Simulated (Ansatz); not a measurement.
`F[Si]([SiH3])(Cl)Cl` + H₂O → `O[Si](F)([SiH3])Cl` + HCl at 400 K and 1 bar (formal hydrolysis of the Si–Cl bond).

Calculated with Ansatz (gas phase, PBE0-D4/def2-TZVP geometries, no zero-point term in ΔE). CCSD(T)/CBS is the MP2 limit (def2-TZVPP, def2-QZVPP) plus CCSD(T) − MP2 in def2-TZVPP, frozen cores. This one scheme is used for every species. One conformer a species, not always the lowest.

| species | CCSD(T)/CBS energy (Eh) | H − E (kJ/mol) | S (J/(mol·K)) |
| --- | --- | --- | --- |
| `F[Si]([SiH3])(Cl)Cl` | -1599.47838 | 119.0 | 409.6 |
| H₂O | -76.37941 | 69.8 | 198.6 |
| `O[Si](F)([SiH3])Cl` | -1215.48049 | 153.1 | 409.5 |
| HCl | -460.38127 | 29.6 | 195.4 |

H − E and S are ideal-gas, rigid-rotor, harmonic terms from PBE0-D4/def2-TZVP, for one conformer and one mirror image of each species. 1 Eh = 2625.50 kJ/mol, R = 8.31446 J/(mol·K).

By hand: ΔE, ΔH, ΔS and ΔG.

ΔE = (-1215.48049) + (-460.38127) − (-1599.47838) − (-76.37941) = -0.00397 Eh = -10.4 kJ/mol. Δ(H − E) = 153.1 + 29.6 − 119.0 − 69.8 = -6.1, so ΔH = -16.5 kJ/mol. ΔS = 409.5 + 195.4 − 409.6 − 198.6 = -3.3 J/(mol·K). ΔG = -16.5 − 400 × (-3.3)/1000 = -15.2 kJ/mol.

By hand: the equilibrium constant, and the temperature at which ΔG would vanish if ΔH and ΔS stayed fixed.

log₁₀ K = −ΔG/(RT ln 10) = 2.0. ΔG = 0 at ΔH/ΔS = 5000 K, far beyond where these terms or the molecules hold.

The number of gas molecules stays the same, so ΔS is small and ΔH decides. A doubt of 5 kJ/mol in ΔE shifts log₁₀ K by 0.7 here. Other conformers and mirror images would add mixing entropy, several J/(mol·K) or more a flexible species. These are equilibria of isolated gas molecules and say nothing of rates. Largest T1 diagnostic: 0.012 (customary marks: 0.02 for closed shells, 0.045 for open ones).
